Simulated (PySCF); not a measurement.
H4GeS2, singlet, at a GFN2-xTB geometry. Base run: PySCF with DF-PBE/def2-SV(P).

Input for PySCF:
```python
from pyscf import gto, scf, dft

mol = gto.M(
    atom='''
Ge   -0.613902   -0.081533    0.024702
S     0.424091    1.773485    0.647009
S     0.819157   -1.608367   -0.697035
H    -1.387958   -0.562756    1.231661
H    -1.579412    0.168656   -1.112259
H     1.117264    1.880457   -0.480253
H     1.603018   -1.519174    0.370793
''',
    basis='def2-sv(p)',
    charge=0,
    spin=0,
    verbose=4,
    max_memory=1800,
)

mf = dft.RKS(mol)
mf.xc = 'pbe'
mf = mf.density_fit(auxbasis='def2-universal-jkfit')
mf.kernel()
```

The job was repeated with other settings on one machine. Differences are taken from the largest basis of the def2 family in the series, which isn't the basis-set limit (def2-QZVPP: -6.201 eV). The cheapest run took about 7 core-seconds (a rough figure).

| setting | basis functions | cost, times the cheapest (rough) | difference in HOMO energy (eV) |
|---|---|---|---|
| def2-SV(P) | 76 | 1 | 0.204 |
| def2-SVP | 88 | 1 | 0.218 |
| def2-TZVP | 146 | 3 | 0.045 |
| def2-TZVPP | 188 | 3 | 0.043 |
| def2-QZVP | 335 | 6 | -0.001 |
| def2-QZVPP | 349 | 6 | reference |

Times come from a shared machine, hold the start-up and are rough.
